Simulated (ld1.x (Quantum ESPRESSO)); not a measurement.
**Building the ultrasoft potential for germanium (Ge) (PBE, scalar-relativistic).**

* Element: germanium (Ge)
* Generator: ld1.x (Quantum ESPRESSO) 7.5
* Type: ultrasoft
* Functional: PBE
* Relativity: scalar-relativistic
* Frozen core: [Ar] 3d10
* Valence charge: 4
* Reference configuration: 4s2 4p0.5 (charge +1.5)
* Partial waves: 4s (bound): rcut 1.55, rcutus 1.70 bohr; 4s channel at -1.5 Ry: rcut 1.55, rcutus 1.70 bohr; 4p (bound): rcut 1.15, rcutus 1.50 bohr; 4p channel at 0.7 Ry: rcut 1.15, rcutus 1.50 bohr
* Local potential: all-electron potential smoothed inside 1.20 bohr (lloc = -1)
* Core correction: Bessel-smoothed model core inside 1.05 bohr
* Augmentation charge: PSQ, inside the norm-conserving radii

All-electron outer shells of the reference configuration (PBE, scalar-relativistic, ld1.x):

| shell | level (eV) | outermost node (bohr) | outermost maximum (bohr) |
| --- | --- | --- | --- |
| 4s | -24.43 | 0.77 | 1.69 |
| 4p | -15.40 | 0.82 | 2.03 |

Question: Estimate the cutoffs (Ry, on a coarse ladder) from which the occupation-weighted sum of valence levels, in a spherical-Bessel basis at the reference potential, stays within 10 and 1 mRy of its value at 400 Ry.

Answer: 10 Ry and 15 Ry.

Question: What does a ghost test show?

Answer: Ghost states, extra bound levels that the all-electron valence spectrum of the same l lacks: p at -55.0 eV, d at -8.2 eV. A true bound ghost makes a file unfit for plane-wave use.

Question: Is the overlap operator S = 1 + Σ q|β⟩⟨β| positive definite (Bessel basis up to 400 Ry)?

Answer: Yes: its lowest eigenvalue is 0.36 (s channel).

Question: Tests: 4s2 4p2; 4s2 4p1; 4s2 4p0; 4s2 4p2.3; 4s1 4p3; 4s2 4p1.5; 4s1 4p2. Which has the largest error in its energy relative to the reference configuration, and how large is it?

Answer: 4s2 4p2.3, with -26 meV (all-electron minus pseudo) on -14.98 eV.
